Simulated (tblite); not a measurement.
Run record: tight-binding relaxation, `C[CH2][Ga]([F])[O]C(C)C`.

Computed with GFN2-xTB geometry optimisation, gas phase (tblite 0.8.0). Start geometry: from a force field or distance geometry. The input is one job of a driver script: a line of settings, then coordinates in Å.

Command:
```bash
OMP_NUM_THREADS=1 python probes_run.py task.json out
```

Input:
```
{"job": {"kind": "relax", "xc": "GFN2-xTB", "basis": "xTB"}, "charge": 0, "multiplicity": 1}
C      3.394600     0.201000    -0.599300
C      2.734100    -0.953000     0.117600
Ga     0.891500    -0.598500    -0.813400
F      0.832100     0.809300    -2.104500
O     -0.502400    -0.077600     0.292900
C     -1.782100     0.010000    -0.280900
C     -2.240600     1.428800    -0.162400
C     -2.654900    -0.975200     0.452800
H      4.445000     0.299100    -0.261000
H      2.769800     1.108200    -0.337400
H      3.288500     0.078300    -1.708400
H      3.212900    -1.936400    -0.068600
H      2.765600    -0.706200     1.223200
H     -1.717700    -0.264400    -1.347100
H     -1.862400     2.000600    -1.028100
H     -1.743200     1.866500     0.758300
H     -3.336600     1.530400    -0.033200
H     -3.730600    -0.786900     0.365700
H     -2.482500    -2.026700     0.085900
H     -2.286300    -0.996600     1.502700
```

Output:
```
step      E/eV     max force
  0    -731.17723    1.865
  1    -731.41104    1.126
  2    -731.53915    0.749
  3    -731.61700    0.697
  4    -731.72185    0.816
  5    -731.78235    0.647
  6    -731.82211    0.429
  7    -731.85634    0.563
  8    -731.89409    0.559
  9    -731.92721    0.444
... (278 lines left out)
288    -732.48535    0.024
289    -732.48569    0.033
290    -732.48583    0.026
291    -732.48597    0.019
292    -732.48606    0.018
293    -732.48615    0.020
294    -732.48619    0.024
295    -732.48625    0.012
296    -732.48628    0.011
297    -732.48631    0.009
```

«max force» is the largest atomic force in eV/Å.

Q: From which step on does the largest force stay under 0.1 eV/Å, and how much energy is left to gain from there?

A: From step 284 (0.022 eV/Å), 1.8 meV above the end.

Summary of the converged run: energy lowered by 30.2 kcal/mol over 297 steps; largest atomic force 0.009 eV/Å at the end.

Q: Where do the atoms end?

A: 1.430 Å rms from the input after alignment:
```
atom  x, y, z in Å
C1     3.7716    0.1448   -0.3325
C2     2.5814   -0.7257   -0.6978
Ga3    0.8070    0.0986   -0.0694
F4     0.7505    1.5820    0.9232
O5    -0.6805   -0.7009   -0.5509
C6    -2.0572   -0.4413   -0.3836
C7    -2.4382    0.8780   -1.0497
C8    -2.4291   -0.4231    1.0965
H9     4.6983   -0.3345   -0.6504
H10    3.8206    0.3063    0.7444
H11    3.7047    1.1195   -0.8150
H12    2.4886   -0.8602   -1.7764
H13    2.6478   -1.7136   -0.2393
H14   -2.5805   -1.2711   -0.8846
H15   -2.1561    0.8579   -2.1009
H16   -1.8976    1.6883   -0.5565
H17   -3.5079    1.0543   -0.9696
H18   -3.4984   -0.2704    1.2220
H19   -2.1453   -1.3657    1.5609
H20   -1.8850    0.3875    1.5846
```

The run took 3.8 s on an Arm Neoverse N1 with one thread, on a shared host.
Labels such as C1 count atoms from 1, the log's own numbers from 0.
